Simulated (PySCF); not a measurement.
C$_{3}$H$_{3}$ (SMILES [C-]#CC), charge -1, singlet, at a GFN2-xTB geometry. Base run: CCSD(T)/6-31G in PySCF.

Here is a job for PySCF.
```python
from pyscf import gto, scf, cc

mol = gto.M(
    atom='''
C     0.001792   -0.000830    0.348052
C     0.008117   -0.003758    1.576479
C    -0.005887    0.002725   -1.143303
H     0.039631    1.028479   -1.560260
H     0.855571   -0.549931   -1.568224
H    -0.919337   -0.467375   -1.558888
''',
    basis='6-31g',
    charge=-1,
    spin=0,
    verbose=4,
)

mf = scf.RHF(mol)
mf.kernel()

mycc = cc.CCSD(mf)
mycc.kernel()
et = mycc.ccsd_t()
print('E(CCSD(T)) = %.10f' % (mycc.e_tot + et))
mf.analyze()
```

Each row names what was changed in the base input (with any setting that the change needs).

```
change                                ΔE vs base (kcal/mol)  MP2 correlation (Eh)  CC correlation without the perturbative part (Eh)  basis functions
------------------------------------  ---------------------  --------------------  -------------------------------------------------  ---------------
base                                                  0.000              -0.26865                                           -0.29107               33
method = ccsd                                           [?]              -0.26865                                           -0.29107               33
cc.diis_space = 10                                    0.000              -0.26865                                           -0.29107               33
cc.diis_space = 3                                     0.000              -0.26865                                           -0.29107               33
method = mp2                                            [?]              -0.26865                                                  -               33
frozen = 4                                              [?]                   [?]                                                [?]               33
cc.direct = True                                      0.000              -0.26865                                           -0.29107               33
density fitting = JK and correlation                  0.038              -0.26857                                           -0.29106               33
cc.conv_tol = 1e-5                                    0.000              -0.26865                                           -0.29107               33
cc.conv_tol = 1e-9                                    0.000              -0.26865                                           -0.29107               33
```

Q: What belongs in the gaps?

A: 
- method = ccsd, ΔE vs base (kcal/mol): 6.26
- method = mp2, ΔE vs base (kcal/mol): 20.32
- frozen = 4, ΔE vs base (kcal/mol): 29.33
- frozen = 4, MP2 correlation (Eh): -0.22904
- frozen = 4, CC correlation without the perturbative part (Eh): -0.24519
